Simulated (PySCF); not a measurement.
Species: C2H6Cl2Si2.
SMILES with atom numbers: `[SiH3:1][SiH2:2][CH:3]=[C:4]([Cl:5])[Cl:6]` (hydrogens: H7, H8, H9 on Si1; H10, H11 on Si2; H12 on C3)

Method: PBE0-D3(BJ)/def2-SVP geometry optimisation, gas phase (PySCF).

Q: Give the optimised bond lengths and angles.

A: 
```csv
bond,length (pm),order
Si1–Si2,235.4,single
Si2–C3,187.9,single
C3=C4,133.5,double
C4–Cl5,173.2,single
C4–Cl6,172.2,single
"Si1–H7, Si1–H8, Si1–H9",149.5,single
"Si2–H10, Si2–H11",149.6,single
C3–H12,109.4,single
```

Bonds in one row agree within 1 pm and their mean is given. Orders are formal, as drawn. A selection of angles:
```csv
angle,degrees
Si2–Si1–H7,109.6
Si2–Si1–H8,111.3
H7–Si1–H8,108.4
H7–Si1–H9,108.6
Si1–Si2–C3,110.9
Si1–Si2–H10,110.3
C3–Si2–H10,106.9
C3–Si2–H11,110.2
H10–Si2–H11,108.3
Si2–C3–C4,123.8
Si2–C3–H12,120.1
C4–C3–H12,116.0
C3–C4–Cl5,122.1
C3–C4–Cl6,124.2
Cl5–C4–Cl6,113.7
```

Torsions: Si1–Si2–C3–C4 -54° (synclinal); Si2–C3–C4–Cl5 0° (synperiplanar). The mirror-image conformer, all signs reversed, is as good.

Of the pairs four or more bonds apart, Si1···Cl5 is among the closest relative to their van der Waals radii: 3.56 Å, 93 % of the sum of Bondi's values. Si1 (SiH3 silicon) is tetrahedral (angles from 108.4° to 111.3°). Si2 (SiH2 silicon) is tetrahedral (angles from 106.9° to 110.9°).

Point group: C1 (no symmetry element, even within 0.4 Å). Not checked by PBE0-D3(BJ)/def2-SVP frequencies. The numbers are those of one conformer.
